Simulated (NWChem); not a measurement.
**Ionisation of hexafluorodisilane (F₆Si₂)**

SMILES: F[Si](F)(F)[Si](F)(F)F
```xyz
8

F     -0.7680     1.7176     1.3007
Si    -0.0115     1.1616     0.0000
F      1.4848     1.7400     0.0000
F     -0.7680     1.7176    -1.3007
Si     0.0115    -1.1616     0.0000
F      0.7680    -1.7176     1.3007
F     -1.4848    -1.7400     0.0000
F      0.7680    -1.7176    -1.3007
```
Charge 0, spin multiplicity 1.

Program: NWChem. Structure: optimised with B3LYP/def2-SVP, held to C2h symmetry and with no frequency check, so it may be a saddle point.

Basis set: def2-SVP. −ε marks an orbital energy of the parent.

B3LYP has NWChem's definition, with VWN1-RPA local correlation.

### Question
Order these methods by the first vertical ionisation energy they give, lowest first: −ε(HOMO) of HF, −ε(HOMO) of B3LYP, −ε(HOMO) of PBE, −ε(HOMO) of BLYP.

### Answer
−ε(HOMO) of BLYP (8.57 eV), −ε(HOMO) of PBE (8.71 eV), −ε(HOMO) of B3LYP (10.14 eV), −ε(HOMO) of HF (14.49 eV)
